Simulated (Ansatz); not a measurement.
Coupled-cluster diagnostics for the cluster Ag₂O⁻, Ansatz.

Geometry of the doublet (PBE-D4/def2-TZVPD):

Cartesian coordinates in Å:
```
Ag -1.088 0.805 -0.664
Ag 0.964 0.061 1.158
O 0.124 -0.866 -0.493
```

In the def2 sets Ag takes a core potential; there is no spin–orbit coupling. Correlated methods freeze 1 core orbital; core or outer-core shells of Ag are correlated, in sets that lack core-valence functions. No other spin state of charge -1 was run. The structure comes from a short search, and lower isomers may exist.

**Question.** Estimate the CCSD(T) correlation energy, the shares of MP2 and (T), T1 and the reference's ⟨S²⟩ for: charge -1, doublet, own geometry in def2-TZVPD; and the rough time on 4 threads of Arm Neoverse V1 on a shared host.

**Answer.** 
```csv
state,basis,correlation (eV),MP2 share (%),(T) share (%),T1,⟨S²⟩ (pure),wall time,remarks
"charge -1, doublet, own geometry",def2-TZVPD,-31.462,100.7,2.8,0.030,1.71 (0.75),45 s,spin-contaminated (⟨S²⟩ 1.71)
```
Customary marks for T1 are 0.02 (closed shells), 0.045 (open shells) and about 0.05 (3d metals). T1 exceeds 0.02 in 1 of 1 rows and 0.045 in 0; the higher it lies, the less the single-reference result can be trusted.
